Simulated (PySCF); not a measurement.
**Calculated NMR parameters of Fc1cc(F)c2c(c1)C2**

```yaml
Formula: C7H4F2
SMILES: Fc1cc(F)c2c(c1)C2
InChI: InChI=1S/C7H4F2/c8-5-1-4-2-6(4)7(9)3-5/h1,3H,2H2
Point_group_of_the_computed_structure: Cs
Degrees_of_unsaturation: 5
Carbon_signals: 7
Proton_signals: 3
```

Atoms are numbered as in `[F:1][c:2]1[cH:3][c:4]([F:5])[c:6]2[c:7]([cH:8]1)[CH2:9]2`. Hydrogens are named by the atom that carries them.

All values are calculated (PySCF 2.14): PBE0/pcSseg-1 with gauge-including orbitals, GFN2-xTB structure. One computed conformer, equivalent nuclei averaged, gas phase, no relativistic terms.

Shifts are taken against calculated references (same method and geometry level): TMS for 1H and 13C; 19F against CFCl3.

| carbon | δC, type | δH (multiplicity) | HMBC from (2–3 bonds) | span of the C tensor (ppm) |
| --- | --- | --- | --- | --- |
| C2 | 175.1, C | – | H(C8), H(C3) | 137 |
| C3 | 110.9, CH | 6.76 (m) | H(C8) | 135 |
| C4 | 160.6, C | – | H(C3), H(C9) | 95 |
| C6 | 106.8, C | – | H(C8), H(C3), H(C9) | 254 |
| C7 | 141.0, C | – | H(C8), H(C9) | 315 |
| C8 | 105.9, CH | 7.14 (m) | H(C3), H(C9) | 145 |
| C9 | 26.8, CH2 | 3.64 (s) | H(C8) | 58 |

Other nuclei:
```
atoms  nucleus    environment  δ (ppm)  σ (ppm)
   F1      19F  aryl fluorine   -106.3    277.2
   F5      19F  aryl fluorine   -115.2    286.1
```

- Carbon types of the structure: 4 × C, 2 × CH, 1 × CH2, which accounts for all hydrogens.
- δC 175.1, 160.6: aromatic carbon bearing fluorine; the electronegative substituent deshields the carbon that carries it.
- δC 141.0, 106.8: substituted aromatic carbon.
- δC 110.9, 105.9: aromatic CH.
- δC 26.8: three-membered-ring carbon; carbons of three-membered rings are unusually shielded.
- δH 7.14, 6.76: hydrogen on an aromatic CH; it sits in the deshielding region of the aromatic ring current.

Splittings by 19F in the carbon and heteronuclear signals aren't shown, as no couplings were computed. Shifts are as computed. Against solution values, carbons near 30 ppm lie about +3 ppm off and those near 130 ppm about +5 ppm. Of 1211 compounds with measured shifts, 218 miss one by over three times the rms of a fit or turn the order of signals round; such compounds aren't used in these exercises. Unscaled 19F shifts against computed CFCl3 carry errors that often reach 10 to 50 ppm. Multiplicities follow the n + 1 count of equivalent neighbours, as no J values were calculated; m marks all less simple cases, F and P coupling included.
